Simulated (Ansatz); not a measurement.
Cost and result for the atomization energy of `[NH3+][Ga-]([Cl])([Cl])[Cl]` (8 atoms, 7 bonds).

Cartesian coordinates in Å:
```
N -0.711 0.556 0.534
Ga 0.691 -0.540 -0.519
Cl -0.504 -2.229 -1.122
Cl 1.220 0.872 -2.058
Cl 2.155 -0.889 1.023
H -0.909 0.112 1.425
H -0.366 1.495 0.709
H -1.576 0.623 0.006
```

Total charge 0; spin multiplicity 1. Correlated methods include outer-core shells of Ga, which these sets cover unevenly. Scalar relativity is left out up to krypton. All single points use the PBE0-D4/def2-TZVP geometry. It is one conformer, not always the lowest. Program: Ansatz. All runs use 4 threads of an Arm Neoverse V2 on a shared host. Times are those of one run each, without the atoms' runs, and a repeat can differ threefold. Electronic energies, without spin–orbit coupling; frozen cores. CCSD(T)/CBS adds CCSD(T) − MP2 in def2-TZVPP to the MP2 limit, and its time is that of the two runs behind it. T1 = 0.010. With those shells the extrapolation isn't a true limit. B3LYP takes the VWN-RPA correlation (the form of Gaussian; ORCA's B3LYP/G).

CCSD(T)/CBS is a level of theory with its own doubt, some kJ/mol a heavy atom from the limit and from the frozen cores, so smaller differences don't rank the functionals.

```tsv
level	functions	wall time	atomization (kcal/mol)	difference from CCSD(T)/CBS	per bond
PBE-D4/def2-TZVPP (with forces)	247	2.7 s	599.5	2.2	0.3
PBE0-D4/def2-TZVPP	247	4.3 s	593.0	-4.3	-0.6
CAM-B3LYP-D4/def2-TZVPP	247	4.9 s	589.6	-7.7	-1.1
B2PLYP/def2-TZVPP	247	6.5 s	582.6	-14.7	-2.1
PBE-QIDH/def2-TZVPP	247	6.5 s	594.4	-2.9	-0.4
B3LYP-D4/def2-TZVPP (with forces)	247	7 s	585.2	-12.1	-1.7
CCSD(T)/def2-SVP	115	7 s	555.0	-42.3	-6.1
r2SCANh-D4/def2-TZVPP	247	7.5 s	593.6	-3.7	-0.5
ωB97X-V/def2-TZVPP	247	9.5 s	598.1	0.8	0.1
ωB97M-V/def2-TZVPP (with forces)	247	15 s	596.4	-0.9	-0.1
MP2/def2-QZVPP	446	22 s	606.1	8.8	1.3
CCSD(T)/def2-TZVPP	247	3.6 min	581.4	-15.9	-2.3
CCSD(T)/CBS(def2)	–	3.9 min	597.3	0.0	0.0
```

In def2-TZVPP, CCSD(T) changes the Hartree–Fock value by +151.5 kcal/mol (the triples alone add +10.6 kcal/mol) and MP2 by +167.1 kcal/mol; breaking electron pairs costs correlation energy, which Hartree–Fock lacks. Leaving LDA and LC-ωPBE aside and taking each functional with its dispersion term where it has one, the values, not all of them listed here, spread over 25.2 kcal/mol, from BHLYP-D4 to PBE-D4. LDA lies +84.2 kcal/mol from PBE without D4, its usual overbinding. At CCSD(T), def2-SVP lies −42.4 kcal/mol from the extrapolated value and def2-TZVPP −15.9 kcal/mol: correlation converges slowly with the basis, and small sets miss more of it in the bonded molecule than in its fragments.
